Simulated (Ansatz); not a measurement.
Cost and result for the atomization energy of `[F][Al-]([F])([F])[SeH2+]` (7 atoms, 6 bonds).

Total charge 0; spin multiplicity 1. Correlated methods include outer-core shells of Se, which these sets cover unevenly. Scalar relativity is left out up to krypton. The structure was optimised at the PBE0-D4/def2-TZVP level. It is one conformer, not always the lowest. Program: Ansatz. All runs use 4 threads of an Arm Neoverse V1 on a shared host. Times are those of one run each, without the atoms' runs, and a repeat can differ threefold. Electronic energies, without spin–orbit coupling; frozen cores. CCSD(T)/CBS adds CCSD(T) − MP2 in def2-TZVPP to the MP2 limit, and its time is that of the two runs behind it. T1 = 0.011. With those shells the extrapolation isn't a true limit. B3LYP takes the VWN-RPA correlation (the form of Gaussian; ORCA's B3LYP/G). HSE06 is the plane-wave form, built on full-range PBE exchange.

CCSD(T)/CBS is a level of theory with its own doubt, some kJ/mol a heavy atom from the limit and from the frozen cores, so smaller differences don't rank the functionals.

| level | functions | wall time |
| --- | --- | --- |
| PBE-D4/def2-TZVPP (with forces) | 211 | 2 s |
| HSE06-D4/def2-TZVPP | 211 | 3 s |
| CAM-B3LYP-D4/def2-TZVPP | 211 | 3 s |
| B3LYP-D4/def2-TZVPP (with forces) | 211 | 4 s |
| r2SCAN-D4/def2-TZVPP (with forces) | 211 | 4.1 s |
| B2PLYP/def2-TZVPP | 211 | 4.3 s |
| CCSD(T)/def2-SVP | 102 | 5.5 s |
| ωB97X-V/def2-TZVPP | 211 | 6.5 s |
| B97M-V/def2-TZVPP | 211 | 8 s |
| ωB97M-V/def2-TZVPP (with forces) | 211 | 9.5 s |
| MP2/def2-QZVPP | 390 | 15 s |
| CCSD(T)/def2-TZVPP | 211 | 2.3 min |
| CCSD(T)/CBS(def2) | – | 2.6 min |

Question: What atomization energy does each give, and how far from CCSD(T)/CBS? (Estimate.)

Answer: Ansatz gave: 
| level | atomization (kJ/mol) | difference from CCSD(T)/CBS | per bond |
| --- | --- | --- | --- |
| PBE-D4/def2-TZVPP (with forces) | 2552.7 | -20.2 | -3.4 |
| HSE06-D4/def2-TZVPP | 2482.7 | -90.2 | -15.0 |
| CAM-B3LYP-D4/def2-TZVPP | 2537.0 | -35.9 | -6.0 |
| B3LYP-D4/def2-TZVPP (with forces) | 2507.9 | -65.0 | -10.8 |
| r2SCAN-D4/def2-TZVPP (with forces) | 2546.9 | -26.0 | -4.3 |
| B2PLYP/def2-TZVPP | 2507.0 | -65.9 | -11.0 |
| CCSD(T)/def2-SVP | 2372.1 | -200.8 | -33.5 |
| ωB97X-V/def2-TZVPP | 2533.4 | -39.5 | -6.6 |
| B97M-V/def2-TZVPP | 2533.4 | -39.5 | -6.6 |
| ωB97M-V/def2-TZVPP (with forces) | 2525.0 | -47.9 | -8.0 |
| MP2/def2-QZVPP | 2635.6 | 62.7 | 10.5 |
| CCSD(T)/def2-TZVPP | 2489.1 | -83.8 | -14.0 |
| CCSD(T)/CBS(def2) | 2572.9 | 0.0 | 0.0 |

The D4 term adds +23.1 kJ/mol with B3LYP and +12.1 kJ/mol with PBE0; it sums over pairs of atoms, weighted by their polarisabilities, and B3LYP, whose exchange is more repulsive, gets the larger term. At CCSD(T), def2-SVP lies −200.8 kJ/mol from the extrapolated value and def2-TZVPP −83.8 kJ/mol: correlation converges slowly with the basis, and small sets miss more of it in the bonded molecule than in its fragments. From PBE to PBE0 (25 % exact exchange), in def2-TZVPP and without D4, the atomization energy moves by −67.9 kJ/mol: exact exchange takes away binding that semilocal exchange gives to molecules.
